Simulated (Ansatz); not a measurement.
Steps of a relaxation of `C[N](C)[Y]([OH])[N](C)C` with RKS PBE0-D4/def2-TZVP.

```sh
$ ansatz run in.yaml --threads 4 --pin off --events-out ev --progress --plain --max-ram 66560MiB --backend cuda --devices 0, --max-vram 37GiB
```

```yaml
crystal:
  periodic: [false, false, false]
  atoms:
    - {symbol: C, position_ang: [0.661650, -1.558050, -1.442510]}
    - {symbol: N, position_ang: [0.038640, -0.301780, -1.829080]}
    - {symbol: C, position_ang: [1.090720, 0.690220, -2.029010]}
    - {symbol: Y, position_ang: [-1.491610, 0.536000, -0.619530]}
    - {symbol: O, position_ang: [-1.360260, 2.565260, -0.734510]}
    - {symbol: N, position_ang: [-1.062630, 0.103590, 1.421600]}
    - {symbol: C, position_ang: [-1.030880, -1.244990, 1.965350]}
    - {symbol: C, position_ang: [0.161810, 0.791900, 1.815310]}
    - {symbol: H, position_ang: [1.376790, -1.862480, -2.221250]}
    - {symbol: H, position_ang: [-0.086820, -2.348580, -1.344330]}
    - {symbol: H, position_ang: [1.230730, -1.481590, -0.495310]}
    - {symbol: H, position_ang: [1.667700, 0.883220, -1.101350]}
    - {symbol: H, position_ang: [1.799390, 0.325000, -2.786870]}
    - {symbol: H, position_ang: [0.661700, 1.633630, -2.378700]}
    - {symbol: H, position_ang: [-2.050040, 3.157210, -0.408480]}
    - {symbol: H, position_ang: [-0.191630, -1.848950, 1.574010]}
    - {symbol: H, position_ang: [-1.967120, -1.767880, 1.757500]}
    - {symbol: H, position_ang: [-0.908230, -1.192380, 3.057220]}
    - {symbol: H, position_ang: [1.072480, 0.275470, 1.449060]}
    - {symbol: H, position_ang: [0.229020, 0.823030, 2.912720]}
    - {symbol: H, position_ang: [0.158610, 1.822140, 1.438160]}
basis:
  gaussian: {orbitals: def2-TZVP}
hamiltonian: {xc: pbe0, dispersion: d4}
relax: {f_tol: 0.005, max_steps: 150}
```

Positions (Å) and forces (eV/Å) along the path, 8 of 30 steps:

```xyz
21
step=1 energy=-10424.6309 eV
C     0.662   -1.558   -1.443   -0.095    0.465   -0.286
N     0.039   -0.302   -1.829    0.750   -0.192    0.429
C     1.091    0.690   -2.029   -0.230   -0.331   -0.140
Y    -1.492    0.536   -0.620   -0.715    0.106   -0.210
O    -1.360    2.565   -0.735   -0.652    0.443    0.008
N    -1.063    0.104    1.422    0.641   -0.635    0.180
C    -1.031   -1.245    1.965    0.037    0.635   -0.062
C     0.162    0.792    1.815   -0.428   -0.144    0.042
H     1.377   -1.862   -2.221    0.016   -0.231    0.063
H    -0.087   -2.349   -1.344    0.013   -0.108    0.065
H     1.231   -1.482   -0.495   -0.047   -0.097   -0.109
H     1.668    0.883   -1.101    0.006    0.025   -0.218
H     1.799    0.325   -2.787    0.098    0.194   -0.027
H     0.662    1.634   -2.379    0.122    0.048    0.031
H    -2.050    3.157   -0.408    0.491    0.017   -0.107
H    -0.192   -1.849    1.574   -0.058   -0.035    0.076
H    -1.967   -1.768    1.758   -0.072   -0.137    0.013
H    -0.908   -1.192    3.057   -0.070   -0.234    0.067
H     1.072    0.275    1.449   -0.062    0.136    0.092
H     0.229    0.823    2.913    0.160    0.152    0.033
H     0.159    1.822    1.438    0.097   -0.077    0.061
21
step=11 energy=-10425.3864 eV
C     0.921   -1.452   -1.575    0.060   -0.127    0.044
N     0.409   -0.121   -1.766    0.001    0.080   -0.022
C     1.113    0.566   -2.819    0.055   -0.050   -0.025
Y    -0.978    0.769   -0.387    0.038   -0.016   -0.039
O    -1.270    2.772   -0.638    0.017    0.098    0.112
N    -0.904   -0.139    1.567    0.094    0.153    0.138
C    -1.016   -1.450    2.136   -0.082   -0.167    0.042
C    -0.347    0.806    2.512   -0.074   -0.086    0.110
H     0.836   -2.066   -2.492    0.003    0.038    0.107
H     0.373   -1.978   -0.776    0.094    0.069   -0.113
H     1.990   -1.456   -1.286   -0.137   -0.015   -0.055
H     2.195    0.658   -2.608   -0.109   -0.023   -0.026
H     1.027    0.049   -3.793   -0.013    0.031    0.083
H     0.721    1.580   -2.951    0.004   -0.003   -0.007
H    -1.355    3.681   -0.356    0.005   -0.104   -0.079
H    -0.033   -1.880    2.413   -0.150    0.050   -0.016
H    -1.491   -2.149    1.426    0.133    0.148    0.157
H    -1.637   -1.458    3.058    0.127   -0.007   -0.204
H     0.664    0.514    2.860   -0.164    0.029   -0.025
H    -0.975    0.944    3.417    0.121   -0.045   -0.199
H    -0.242    1.809    2.059   -0.024   -0.053    0.018
21
step=13 energy=-10425.4500 eV
C     0.946   -1.468   -1.626    0.015   -0.056    0.000
N     0.466   -0.121   -1.793    0.050    0.070   -0.080
C     1.071    0.508   -2.943   -0.013   -0.054    0.029
Y    -0.787    0.833   -0.328    0.036   -0.016   -0.040
O    -1.094    2.832   -0.570    0.011    0.044    0.065
N    -0.819   -0.098    1.617    0.072    0.202    0.231
C    -0.928   -1.439    2.116   -0.045   -0.101    0.018
C    -0.500    0.837    2.682   -0.088   -0.144   -0.037
H     0.716   -2.108   -2.497    0.011    0.031    0.069
H     0.491   -1.942   -0.744    0.043    0.012   -0.057
H     2.041   -1.510   -1.482   -0.078   -0.011   -0.015
H     2.173    0.552   -2.862   -0.081   -0.017   -0.001
H     0.846   -0.025   -3.884    0.000    0.025    0.068
H     0.713    1.537   -3.055    0.002   -0.006   -0.009
H    -1.225    3.751   -0.349    0.012   -0.048   -0.044
H     0.021   -1.809    2.549   -0.107    0.017   -0.029
H    -1.216   -2.137    1.315    0.075    0.103    0.126
H    -1.695   -1.530    2.912    0.123    0.007   -0.136
H     0.462    0.602    3.176   -0.127   -0.002   -0.035
H    -1.273    0.872    3.475    0.117   -0.027   -0.135
H    -0.407    1.863    2.291   -0.030   -0.030    0.014
21
step=15 energy=-10425.5036 eV
C     0.943   -1.496   -1.674   -0.034    0.031   -0.008
N     0.504   -0.132   -1.818    0.077    0.055   -0.014
C     1.014    0.453   -3.035   -0.064   -0.024    0.090
Y    -0.568    0.900   -0.262   -0.015    0.020   -0.052
O    -0.871    2.898   -0.505    0.018    0.023    0.050
N    -0.740   -0.038    1.674    0.047    0.226    0.308
C    -0.792   -1.412    2.094   -0.035   -0.006    0.002
C    -0.693    0.859    2.820   -0.053   -0.221   -0.224
H     0.592   -2.140   -2.496   -0.016   -0.028   -0.007
H     0.573   -1.933   -0.738   -0.001   -0.019   -0.003
H     2.042   -1.582   -1.652    0.029   -0.007   -0.003
H     2.115    0.449   -3.068    0.012   -0.009    0.003
H     0.670   -0.085   -3.933   -0.020   -0.011   -0.026
H     0.689    1.494   -3.130   -0.003    0.001   -0.011
H    -1.022    3.825   -0.339    0.008   -0.032   -0.033
H     0.099   -1.708    2.676   -0.056   -0.015   -0.009
H    -0.855   -2.089    1.230    0.023    0.076    0.091
H    -1.673   -1.620    2.731    0.103    0.006   -0.066
H     0.198    0.688    3.450   -0.056   -0.032   -0.014
H    -1.576    0.761    3.476    0.067   -0.009   -0.060
H    -0.650    1.909    2.497   -0.033   -0.025   -0.013
21
step=16 energy=-10425.5162 eV
C     0.940   -1.509   -1.684    0.079   -0.084   -0.030
N     0.556   -0.123   -1.793   -0.005   -0.057   -0.188
C     0.986    0.431   -3.055    0.059   -0.085   -0.034
Y    -0.482    0.944   -0.236    0.093   -0.080    0.017
O    -0.772    2.943   -0.480   -0.006    0.024    0.039
N    -0.673   -0.013    1.692   -0.112    0.277    0.375
C    -0.710   -1.396    2.085    0.035   -0.030   -0.002
C    -0.784    0.857    2.857    0.019   -0.267   -0.193
H     0.497   -2.138   -2.484    0.090    0.133    0.152
H     0.616   -1.933   -0.722    0.051    0.022   -0.098
H     2.040   -1.647   -1.742   -0.233    0.017    0.007
H     2.088    0.390   -3.176   -0.203    0.001    0.012
H     0.552   -0.105   -3.924    0.082    0.096    0.188
H     0.688    1.483   -3.138    0.019   -0.021   -0.017
H    -0.932    3.871   -0.338    0.012   -0.012   -0.028
H     0.132   -1.670    2.749   -0.106    0.005   -0.071
H    -0.664   -2.058    1.208    0.020    0.065    0.109
H    -1.640   -1.650    2.630    0.105    0.022   -0.048
H     0.051    0.712    3.569   -0.141   -0.002   -0.098
H    -1.724    0.696    3.421    0.153    0.001   -0.091
H    -0.767    1.915    2.559   -0.011   -0.023   -0.002
21
step=17 energy=-10425.5335 eV
C     0.934   -1.519   -1.707   -0.002    0.034   -0.016
N     0.557   -0.132   -1.808    0.045   -0.021   -0.087
C     0.963    0.423   -3.077   -0.018   -0.035    0.070
Y    -0.387    0.954   -0.205    0.019   -0.008   -0.017
O    -0.683    2.952   -0.454    0.003    0.018    0.039
N    -0.658    0.002    1.714   -0.069    0.223    0.327
C    -0.663   -1.384    2.099   -0.012   -0.021   -0.014
C    -0.854    0.860    2.875    0.040   -0.224   -0.259
H     0.467   -2.142   -2.490    0.001    0.017    0.021
H     0.636   -1.941   -0.739    0.002   -0.009   -0.007
H     2.024   -1.666   -1.797   -0.022    0.005   -0.002
H     2.055    0.365   -3.226   -0.026    0.001    0.003
H     0.503   -0.103   -3.931   -0.002    0.012    0.027
H     0.679    1.478   -3.150    0.003   -0.005   -0.006
H    -0.851    3.881   -0.325    0.008   -0.016   -0.028
H     0.150   -1.629    2.805   -0.047    0.000   -0.032
H    -0.542   -2.038    1.224    0.003    0.055    0.084
H    -1.609   -1.676    2.590    0.077    0.011   -0.031
H    -0.053    0.735    3.624   -0.050   -0.011   -0.030
H    -1.810    0.661    3.390    0.058    0.000   -0.037
H    -0.858    1.919    2.586   -0.012   -0.025   -0.007
21
step=22 energy=-10425.5531 eV
C     0.883   -1.573   -1.783   -0.002    0.003    0.003
N     0.614   -0.159   -1.781   -0.005   -0.005    0.006
C     0.902    0.421   -3.069    0.000    0.004    0.000
Y    -0.126    0.992   -0.116    0.009   -0.013   -0.007
O    -0.408    2.987   -0.381   -0.008    0.022    0.020
N    -0.575    0.044    1.772   -0.016   -0.004    0.005
C    -0.467   -1.337    2.163    0.004    0.001   -0.002
C    -1.080    0.845    2.860   -0.002    0.001    0.012
H     0.274   -2.116   -2.525   -0.002    0.001   -0.004
H     0.668   -2.020   -0.805   -0.001    0.001    0.002
H     1.937   -1.800   -2.015    0.004    0.001   -0.001
H     1.957    0.289   -3.361    0.005    0.000   -0.001
H     0.295   -0.026   -3.873   -0.002   -0.001   -0.003
H     0.698    1.498   -3.068    0.001   -0.001    0.000
H    -0.588    3.922   -0.349    0.005   -0.018   -0.014
H     0.219   -1.478    3.016   -0.006    0.000   -0.008
H    -0.089   -1.954    1.340   -0.003    0.009    0.011
H    -1.438   -1.763    2.467    0.010    0.006   -0.004
H    -0.426    0.810    3.748   -0.004   -0.002   -0.009
H    -2.080    0.519    3.194    0.011   -0.001   -0.005
H    -1.168    1.899    2.568    0.003   -0.004   -0.001
21
step=30 energy=-10425.5544 eV
C     0.870   -1.594   -1.800    0.001    0.001   -0.002
N     0.605   -0.181   -1.771   -0.001    0.002    0.000
C     0.913    0.425   -3.043    0.000   -0.003    0.001
Y    -0.149    0.987   -0.121    0.000    0.000    0.000
O    -0.435    2.984   -0.362    0.002   -0.005    0.002
N    -0.591    0.065    1.780    0.000    0.001   -0.003
C    -0.457   -1.318    2.151   -0.001    0.002    0.003
C    -1.087    0.846    2.886    0.000   -0.001    0.003
H     0.273   -2.118   -2.565    0.000   -0.001    0.000
H     0.638   -2.063   -0.837    0.000    0.000    0.000
H     1.928   -1.818   -2.021   -0.001   -0.001    0.000
H     1.972    0.297   -3.322   -0.001    0.000    0.000
H     0.317   -0.003   -3.866    0.000    0.000    0.000
H     0.711    1.503   -3.025    0.000    0.001    0.000
H    -0.571    3.921   -0.457   -0.001    0.005   -0.002
H     0.243   -1.461    2.992   -0.001   -0.001    0.000
H    -0.081   -1.920    1.316    0.000    0.001    0.000
H    -1.417   -1.763    2.463    0.001   -0.001    0.000
H    -0.417    0.806    3.762    0.000    0.000    0.000
H    -2.076    0.503    3.231    0.000    0.000    0.000
H    -1.190    1.902    2.608    0.001    0.000   -0.001
```

Hardware: 4 threads of an AMD EPYC 7R13 on a shared host and a share of an NVIDIA H100 80 GB. Wall time 92 s, peak host memory 0.95 GiB.
